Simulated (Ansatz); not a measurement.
`BrC1C[SiH2]1`. Total charge 0; spin multiplicity 1. Geometry: relaxed with PBE0-D4/def2-TZVP.

```xyz
9

Br    1.504   -0.802    1.838
C     0.288   -0.768    0.351
C    -0.859    0.245    0.399
Si    0.366    0.531   -0.963
H     0.009   -1.783    0.091
H    -1.853   -0.151    0.214
H    -0.832    0.945    1.228
H     0.039    0.156   -2.354
H     1.338    1.628   -0.805
```

(1) What is the dipole moment at B3LYP/def2-TZVPP? (Estimate.)

(2) And with PBE, r2SCAN, ωB97M-V? (Best estimate.)

(3) Give the Mulliken charges with B3LYP, r2SCAN, PBE in def2-TZVPP. (Estimate.)

Results:

(1) Ansatz gave: 2.08 D, with components (-1.24, 0.43, -1.61) D in this frame, pointing from negative to positive charge.

(2) The calculation gave: PBE 1.92 D, r2SCAN 2.08 D, ωB97M-V 2.11 D.

(3) Ansatz gave: 
| atom | B3LYP | r2SCAN | PBE |
| --- | --- | --- | --- |
| Br1 | -0.12 | -0.13 | -0.12 |
| C2 | -0.11 | -0.08 | -0.08 |
| C3 | -0.26 | -0.23 | -0.21 |
| Si4 | 0.27 | 0.29 | 0.19 |
| H5 | 0.12 | 0.09 | 0.11 |
| H6 | 0.10 | 0.07 | 0.09 |
| H7 | 0.11 | 0.09 | 0.10 |
| H8 | -0.05 | -0.06 | -0.05 |
| H9 | -0.04 | -0.05 | -0.03 |

B3LYP here is the variant with VWN-RPA as its local correlation; programs differ in this.
